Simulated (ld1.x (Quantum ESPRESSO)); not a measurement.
Sc TM: all-electron and pseudo phase curves

* Element: scandium (Sc)
* Generator: ld1.x (Quantum ESPRESSO) 7.5
* Type: norm-conserving Troullier–Martins (Kleinman–Bylander form)
* Functional: LDA (PZ)
* Relativity: scalar-relativistic
* Frozen core: [Ne]
* Valence charge: 11
* Reference configuration: 3s2 3p6 3d1 4s1 4p1
* Partial waves: 3s (bound): rc 0.95 bohr; 3p (bound): rc 1.25 bohr; 3d (bound): rc 1.65 bohr
* Local potential: all-electron potential smoothed inside 1.05 bohr (lloc = -1)
* Core correction: a·sin(br)/r model core, default radius (core density twice the valence density)

Occupied shells without a wave of their own: 4p, 4s. They enter only through the test configuration that unscreens the potential, and ld1.x also counts them in the model core charge.

The phase is arctan(r·u′/u) with u = r·R(r), unwrapped; energies in Ry, scanned from -6 to 5 Ry. A pole is an energy at which the radial function vanishes at the test radius. The pseudo phase is shifted by a multiple of π to meet the all-electron one at the reference energy, and phase errors are pseudo minus all-electron; the curves can meet again beyond the range given. Levels narrower than the energy grid can be missing from the lists of poles.

Task: For each channel, where are the poles, and over which energies does the pseudopotential scatter like the atom?

Result:

```
channel  radius (bohr)  reference energy (Ry)  poles, all-electron  poles, pseudo  unbroken range about the reference energy with phases within 0.05 rad  phase error 1 Ry above the reference energy (rad)
      s           1.80                  -4.12                -3.38          -3.39                                                              below 1.2                                             -0.001
      p           1.80                  -2.56                -1.59          -1.60                                                              below 3.0                                             -0.001
      d           1.80                  -0.34                 1.07           1.09                                                              below 3.8                                             +0.003
```

ld1.x takes every shell without a wave as core, so the model core holds the 4p, 4s electrons as well and exchange and correlation see them twice. This cancels in the reference configuration, but the file is broken for other ones, and its errors say nothing about a proper core correction.

Phases in the s channel:

```json
{"E (Ry)": "-6.00", "all-electron": "1.175", "pseudo": "1.174"}
{"E (Ry)": "-5.74", "all-electron": "1.128", "pseudo": "1.127"}
{"E (Ry)": "-5.48", "all-electron": "1.059", "pseudo": "1.058"}
{"E (Ry)": "-5.22", "all-electron": "0.943", "pseudo": "0.941"}
{"E (Ry)": "-4.96", "all-electron": "0.718", "pseudo": "0.716"}
{"E (Ry)": "-4.70", "all-electron": "0.203", "pseudo": "0.200"}
{"E (Ry)": "-4.44", "all-electron": "-0.640", "pseudo": "-0.641"}
{"E (Ry)": "-4.18", "all-electron": "-1.153", "pseudo": "-1.153"}
{"E (Ry)": "-3.92", "all-electron": "-1.379", "pseudo": "-1.379"}
{"E (Ry)": "-3.66", "all-electron": "-1.496", "pseudo": "-1.496"}
{"E (Ry)": "-3.40", "all-electron": "-1.567", "pseudo": "-1.568"}
{"E (Ry)": "-3.14", "all-electron": "-1.617", "pseudo": "-1.618"}
{"E (Ry)": "-2.88", "all-electron": "-1.654", "pseudo": "-1.655"}
{"E (Ry)": "-2.62", "all-electron": "-1.684", "pseudo": "-1.686"}
{"E (Ry)": "-2.36", "all-electron": "-1.710", "pseudo": "-1.712"}
{"E (Ry)": "-2.10", "all-electron": "-1.732", "pseudo": "-1.735"}
{"E (Ry)": "-1.84", "all-electron": "-1.753", "pseudo": "-1.756"}
{"E (Ry)": "-1.58", "all-electron": "-1.773", "pseudo": "-1.777"}
{"E (Ry)": "-1.32", "all-electron": "-1.793", "pseudo": "-1.797"}
{"E (Ry)": "-1.06", "all-electron": "-1.813", "pseudo": "-1.818"}
{"E (Ry)": "-0.80", "all-electron": "-1.834", "pseudo": "-1.840"}
{"E (Ry)": "-0.54", "all-electron": "-1.855", "pseudo": "-1.863"}
{"E (Ry)": "-0.28", "all-electron": "-1.879", "pseudo": "-1.889"}
{"E (Ry)": "-0.02", "all-electron": "-1.904", "pseudo": "-1.917"}
{"E (Ry)": "0.24", "all-electron": "-1.933", "pseudo": "-1.950"}
{"E (Ry)": "0.50", "all-electron": "-1.966", "pseudo": "-1.987"}
{"E (Ry)": "0.76", "all-electron": "-2.003", "pseudo": "-2.032"}
{"E (Ry)": "1.02", "all-electron": "-2.048", "pseudo": "-2.086"}
{"E (Ry)": "1.28", "all-electron": "-2.101", "pseudo": "-2.153"}
{"E (Ry)": "1.54", "all-electron": "-2.166", "pseudo": "-2.239"}
{"E (Ry)": "1.80", "all-electron": "-2.248", "pseudo": "-2.351"}
{"E (Ry)": "2.06", "all-electron": "-2.351", "pseudo": "-2.501"}
{"E (Ry)": "2.32", "all-electron": "-2.485", "pseudo": "-2.702"}
{"E (Ry)": "2.58", "all-electron": "-2.657", "pseudo": "-2.960"}
{"E (Ry)": "2.84", "all-electron": "-2.874", "pseudo": "-3.259"}
{"E (Ry)": "3.10", "all-electron": "-3.127", "pseudo": "-3.554"}
{"E (Ry)": "3.36", "all-electron": "-3.392", "pseudo": "-3.803"}
{"E (Ry)": "3.62", "all-electron": "-3.634", "pseudo": "-3.995"}
{"E (Ry)": "3.88", "all-electron": "-3.835", "pseudo": "-4.138"}
{"E (Ry)": "4.14", "all-electron": "-3.992", "pseudo": "-4.246"}
{"E (Ry)": "4.40", "all-electron": "-4.113", "pseudo": "-4.328"}
{"E (Ry)": "4.66", "all-electron": "-4.207", "pseudo": "-4.393"}
{"E (Ry)": "4.92", "all-electron": "-4.282", "pseudo": "-4.446"}
```
